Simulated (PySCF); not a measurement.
Geometries of 2 isomers of C5H6N2O2, from PBE0-D3(BJ)/def2-SVP geometry optimisation, gas phase (PySCF). One conformer each, no zero-point energy, no frequencies.

Question: Which is lower in electronic energy at this level?
A.
```xyz
15
angstrom
C     -2.597    0.478   -0.196
C     -1.951   -0.580    0.649
O     -2.564   -1.380    1.309
C     -0.450   -0.592    0.629
N      0.256   -1.456    1.312
O      1.541   -1.120    1.019
C      1.514   -0.078    0.178
C      2.798    0.475   -0.301
N      0.303    0.291   -0.099
H     -2.296    0.359   -1.248
H     -2.245    1.476    0.110
H     -3.686    0.406   -0.098
H      3.315   -0.255   -0.942
H      2.604    1.386   -0.878
H      3.460    0.706    0.545
```
B.
```xyz
15
angstrom
C     -1.957   -0.460   -0.324
N     -0.595    0.018   -0.230
N      0.371   -0.904   -0.265
C      1.603   -0.518   -0.183
O      2.575   -1.440   -0.221
C      1.981    0.856   -0.055
C      0.992    1.781   -0.020
C     -0.409    1.393   -0.110
O     -1.362    2.154   -0.087
H     -2.460   -0.003   -1.189
H     -2.523   -0.177    0.576
H     -1.919   -1.549   -0.429
H      2.144   -2.302   -0.309
H      3.039    1.115    0.011
H      1.191    2.849    0.076
```

Answer: B. That is `Cn1nc(O)ccc1=O`, 19.2 kcal/mol below the other.

| SMILES | atoms numbered as above | E (Eh) | relative (kcal/mol) | relative (kJ/mol) | dipole (D) |
| --- | --- | --- | --- | --- | --- |
| Cn1nc(O)ccc1=O | [CH3:1][n:2]1[n:3][c:4]([OH:5])[cH:6][cH:7][c:8]1=[O:9] | -453.25512 | 0.0 | 0.0 | 2.83 |
| CC(=O)c1noc(C)n1 | [CH3:1][C:2](=[O:3])[c:4]1[n:5][o:6][c:7]([CH3:8])[n:9]1 | -453.22454 | 19.2 | 80.3 | 4.78 |

As drawn, the lower has an N–N linkage and an O–H bond, which the higher lacks; the higher has an N–O linkage, which the lower lacks.
